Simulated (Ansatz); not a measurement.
CH$_{9}$BN$_{2}$Si, relaxed with RKS PBE-D4/def2-SVP in the Gaussian-basis code of Ansatz from a rough embedded geometry. The force threshold is 0.03 eV/Å; the program also tests the step.

Charge 0, multiplicity 1. The bonds changed during the relaxation, so this is another structure than the one it started from.

Start:

```xyz
14

B     1.300    0.140   -1.289
Si   -0.126    0.054   -0.066
C     0.550    0.257    1.633
N    -1.285    1.297   -0.346
N    -0.948   -1.549   -0.222
H     1.345    1.008   -2.173
H     2.226   -0.632   -1.277
H    -0.256    0.139    2.410
H     1.087    1.247    1.786
H     1.300   -0.555    1.882
H    -1.693    1.202   -1.327
H    -2.069    1.228    0.317
H    -1.242   -1.599   -1.254
H    -0.189   -2.239   -0.075
```

```
         step  energy (eV)  largest force (eV/Å)  largest move (Å)
            1  -12701.2341                 1.748             0.000
            2  -12701.5825                 0.702             0.154
            3  -12701.6623                 0.362             0.200
            4  -12701.7363                 0.336             0.194
            5  -12701.7794                 0.211             0.200
            6  -12701.8031                 0.461             0.197
            7  -12701.8159                 0.603             0.194
            8  -12701.8686                 0.422             0.153
            9  -12701.9639                 0.481             0.194
           10  -12702.1448                 0.785             0.195
           11  -12702.2979                 1.094             0.195
           12  -12702.4505                 0.913             0.194
13 (rejected)  -12702.3835                 1.009             0.200
           14  -12702.4946                 0.260             0.097
15 (rejected)  -12702.4899                 0.207             0.100
           16  -12702.4984                 0.041             0.049
           17  -12702.4988                 0.025             0.015
```

End:

```xyz
14

B     1.038   -0.369   -1.498
Si    0.090    0.518   -0.016
C     0.393    0.258    1.830
N    -1.395    1.380   -0.218
N    -0.058   -1.293   -0.730
H     0.712   -0.082   -2.640
H     2.188   -0.723   -1.293
H    -0.527   -0.071    2.359
H     0.737    1.200    2.304
H     1.180   -0.506    1.992
H    -1.606    1.894   -1.074
H    -2.140    1.443    0.477
H    -0.899   -1.531   -1.267
H     0.286   -2.118   -0.227
```

Hardware: 4 threads of an Arm Neoverse V1 on a shared host. Wall time 26 s, peak host memory 0.17 GiB.
